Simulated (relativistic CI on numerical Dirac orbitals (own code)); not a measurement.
**Mn⁺ in a cubic cluster: L2,3 absorption with charge transfer**

Computed with a charge-transfer multiplet model of a cubic metal-ligand cluster with up to 3 ligand holes, Slater and spin-orbit integrals from Dirac-Coulomb-Breit ions, Slater integrals scaled by 0.8. The ground state mixes d6 with configurations of k ligand holes L, whose averages lie at kΔ + k(k − 1)U_dd/2; a core hole lowers each added d electron by U_cd. 20 K, Lorentzian 0.4 eV and Gaussian 0.3 eV FWHM.

Atomic integrals in eV (Slater integrals scaled, ζ unscaled), ground: F2dd 7.203, F4dd 4.433, zeta_d 0.031; with the core hole: F2dd 7.920, F4dd 4.884, zeta_d 0.046, zeta_core 6.798, F2cd 4.549, G1cd 3.306, G3cd 1.876.

Cluster parameters (eV): Δ = 7, U_cd = 6.4, 10Dq = 0.65, 10Dq(ligand) = 0.9, V(eg) = 1.8, V(t2g) = -0.81, final-state hopping factor = 0.8.

```tsv
Case	n_d	d6	d7L	d8L2	d9L3	S
U_dd = 3.5 eV	6.10	0.90	0.09	0.00	0.00	2.00
U_dd = 4.9 eV	6.10	0.91	0.09	0.00	0.00	2.00
U_dd = 5.6 eV	6.10	0.91	0.09	0.00	0.00	2.00
U_dd = 6.3 eV	6.10	0.91	0.09	0.00	0.00	2.00
U_dd = 7 eV	6.10	0.91	0.09	0.00	0.00	2.00
```

Weights, n_d and S are thermal averages at 20 K. Photon energies count from the first peak over 30 % of the highest in each spectrum, which can be another peak from case to case. The parameters are a model scan and need not match a compound or its usual spin state. Peaks in eV (height, largest 100):
- U_dd = 3.5 eV: -1.5 (22), 0.0 (100), 2.2 (18), 10.6 (38), 12.9 (7)
- U_dd = 4.9 eV: 0.0 (100), 2.2 (18), 10.6 (38), 13.0 (7)
- U_dd = 5.6 eV: 0.0 (100), 2.2 (19), 10.6 (39), 13.0 (7)
- U_dd = 6.3 eV: 0.0 (100), 0.8 (53), 2.2 (19), 10.6 (38), 13.0 (7)
- U_dd = 7 eV: 0.0 (100), 0.8 (54), 2.3 (19), 10.7 (38), 13.0 (7)

For the case U_dd = 5.6 eV, Δ = 7 eV is larger than U_dd = 5.6 eV, the Mott-Hubbard side of the Zaanen-Sawatzky-Allen scheme. With the core hole the configuration with one ligand hole lies at Δ + U_dd − U_cd = 4.1, 5.5, 6.2, 6.9, 7.6 eV from the one without, in the order of the table; where this is negative the screened configuration lies lower.
